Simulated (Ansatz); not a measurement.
Reaction (cleavage of the Al–B bond): `[AlH2][BH]Cl` + `N=CS` → `[AlH2]/[N]=C\S` + `BCl`

Gas-phase electronic energies from Ansatz, PBE0-D4/def2-TZVP geometries. CCSD(T)/CBS is the MP2 limit (def2-TZVPP, def2-QZVPP) plus CCSD(T) − MP2 in def2-TZVPP, frozen cores. This one scheme is used for every species. DFT in def2-TZVPP. B3LYP here is the variant with VWN-RPA as its local correlation; programs differ in this. One conformer a species, not always the lowest.

```tsv
level	ΔE (kJ/mol)	difference from CCSD(T)/CBS
PBE-D4	-115.4	6.1
r2SCAN-D4	-128.2	-6.7
PBE0-D4	-115.9	5.6
B3LYP-D4	-130.5	-9.0
ωB97X-V	-119.2	2.3
ωB97M-V	-124.7	-3.2
B2PLYP	-131.6	-10.1
PBE	-114.4	7.1
r2SCAN	-127.8	-6.3
PBE0	-114.9	6.6
B3LYP	-129.0	-7.5
HF/def2-TZVPP	-130.1	-8.6
MP2/def2-TZVPP	-134.1	-12.6
SCS-MP2/def2-TZVPP	-131.5	-10.0
CCSD/def2-TZVPP	-121.6	-0.1
CCSD(T)/def2-TZVPP	-122.0	-0.5
HF/def2-QZVPP	-130.7	-9.2
MP2/def2-QZVPP	-134.1	-12.6
SCS-MP2/def2-QZVPP	-131.3	-9.8
HF/CBS(def2)	-130.8	-9.3
MP2/CBS(def2)	-133.6	-12.1
CCSD/CBS(def2)	-121.1	0.4
CCSD(T)/CBS	-121.5	0
```

Largest T1 diagnostic among the species: 0.015.
